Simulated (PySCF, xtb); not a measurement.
Ge(Me)(OH)3 (CH₆GeO₃), SMILES [OH][Ge]([OH])([OH])[CH3]. One conformer was computed; it need not be the lowest.

Harmonic wavenumbers (cm⁻¹) from GFN2-xTB (xtb) at its own minimum, in rising order: 100, 103, 114, 178, 180, 223, 226, 227, 266, 524, 564, 565, 591, 776, 779, 780, 822, 824, 1312, 1447, 1447, 3041, 3047, 3047, 3658, 3662, 3666.

### Question
What does PySCF 2.14.0 with PBE-D3(BJ)/def2-SVP give at its own minimum? (Estimate from the structure and the level; the computed values follow.)

### Answer
76, 101, 102, 200, 200, 239, 243, 243, 333, 596, 675, 686, 686, 774, 774, 877, 883, 883, 1207, 1379, 1379, 2998, 3113, 3113, 3719, 3719, 3720. Paired by order, the mean absolute difference is 52 cm⁻¹ and the zero-point energies are 46.0 and 47.1 kcal/mol.
